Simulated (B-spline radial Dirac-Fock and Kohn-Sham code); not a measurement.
# Xe⁴⁹⁺: scattering cross sections and density moments

System: Xe⁴⁹⁺, configuration [He] 2s2 2p1.

The run's input, task.json:

```json
{"items": [{
  "Z": 54,
  "q": 49,
  "cfg": [[1, 0, 2], [2, 0, 2], [2, 1, 1]],
  "A": 132,
  "rrms": 4.7859,
  "do": ["scatter"],
  "s": [0.0, 0.09, 0.1, 0.12, 0.14, 0.17, 0.2, 0.23, 0.27, 0.32, 0.38, 0.45, 0.54, 0.63, 0.75, 0.88, 1.05, 1.24, 1.46, 1.73, 2.04, 2.41, 2.85],
  "pz": [0, 0.1, 0.15, 0.21, 0.31, 0.45, 0.66, 0.96, 1.4, 2.0, 3.0, 4.3, 6.3, 9.2, 13.0, 19.0, 28.0, 41.0, 60.0, 88.0, 130.0],
  "hv_scatter": [1000, 8047.8, 10000, 30000, 50000, 100000, 200000, 1000000]
}]}
```

Run with: `python xray_run.py task.json out`

These are calculated numbers from a B-spline atomic structure program; the model is relativistic Hartree-Fock (Dirac-Fock) wave functions, averaged over the configuration.

* Sum of ⟨r⟩: 0.3638 bohr
* Sum of ⟨r²⟩: 0.04028 bohr²
* Sum of ⟨1/r⟩: 158.86 per bohr
* Langevin diamagnetic susceptibility: -0.0319 × 10⁻⁶ cm³/mol
* Lamb shielding (α²/3)Σ⟨1/r⟩: 2820 ppm

Coherent scattering is the Thomson cross section weighted by f₀², without anomalous dispersion; incoherent scattering is Klein-Nishina weighted by S. The Lamb formula is the non-relativistic shielding expression. Electron correlation is left out. A dash stands where the photon energy is too low for the impulse approximation behind that column.

```csv
hν (keV),coherent (b),incoherent (b),incoherent per electron (b)
1,16.62,–,–
8.0478,16.22,–,–
10,16.01,–,–
30,12.28,–,–
50,8.415,1.062,0.212
100,3.882,1.470,0.294
200,1.548,1.582,0.316
1000,0.08907,1.023,0.205
```

Incoherent scattering overtakes coherent scattering between 100 and 200 keV.
